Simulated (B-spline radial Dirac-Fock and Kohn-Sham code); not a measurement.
# Electron momentum distribution of Nd¹⁶⁺: Compton profiles

System: neodymium as Nd¹⁶⁺ in the configuration [Kr] 4d8.

Level of theory: the impulse approximation on Dirac-Fock densities; a radial atomic solver. pz is in atomic units of momentum; subshell profiles are per electron, for a selection of subshells; open shells are spread over both j values by their weights.

| pz | J total | J 3p1/2 | J 3d3/2 | J 4d5/2 |
| --- | --- | --- | --- | --- |
| 0 | 3.436 | 0.0625 | 0.0430 | 0.109 |
| 0.3 | 3.426 | 0.0625 | 0.0430 | 0.109 |
| 0.4 | 3.417 | 0.0625 | 0.0430 | 0.109 |
| 0.5 | 3.407 | 0.0625 | 0.0430 | 0.109 |
| 0.6 | 3.394 | 0.0625 | 0.0430 | 0.109 |
| 0.8 | 3.361 | 0.0625 | 0.0430 | 0.109 |
| 1 | 3.318 | 0.0625 | 0.0430 | 0.109 |
| 1.2 | 3.265 | 0.0624 | 0.0430 | 0.109 |
| 1.4 | 3.201 | 0.0624 | 0.0429 | 0.109 |
| 1.6 | 3.127 | 0.0622 | 0.0429 | 0.108 |
| 1.8 | 3.043 | 0.0621 | 0.0429 | 0.107 |
| 2 | 2.950 | 0.0619 | 0.0429 | 0.105 |
| 2.5 | 2.680 | 0.0610 | 0.0429 | 0.0984 |
| 3 | 2.382 | 0.0597 | 0.0428 | 0.0872 |
| 4 | 1.808 | 0.0551 | 0.0423 | 0.0573 |
| 5 | 1.383 | 0.0482 | 0.0411 | 0.0303 |
| 7 | 0.9281 | 0.0311 | 0.0361 | 0.00663 |
| 10 | 0.5797 | 0.0112 | 0.0243 | 0.00371 |
| 15 | 0.2736 | 0.00242 | 0.00891 | 0.00214 |
| 20 | 0.1439 | 0.00216 | 0.00281 | 0.000726 |
| 30 | 0.05088 | 0.00114 | 0.000302 | 7.59e-05 |
| 40 | 0.02257 | 0.000402 | 4.33e-05 | 1.02e-05 |
| 60 | 0.006500 | 5.50e-05 | 1.96e-06 | < 1e-6 |
| 100 | 0.001029 | 3.00e-06 | < 1e-6 | < 1e-6 |

J(0) = 3.436. The 4p3/2 subshell gives the largest part, 16 %.

Mean momentum ⟨p⟩ by subshell (a.u.): 1s1/2 57.5, 2s1/2 20.5, 2p1/2 27.3, 2p3/2 25.3, 3s1/2 10.2, 3p1/2 12.2, 3p3/2 11.6, 3d3/2 13.9, 3d5/2 13.7, 4s1/2 5.35, 4p1/2 5.98, 4p3/2 5.78, 4d3/2 6.36, 4d5/2 6.28.

Values without a named source are computed, but for edge energies of neutral atoms, which are taken from tables.
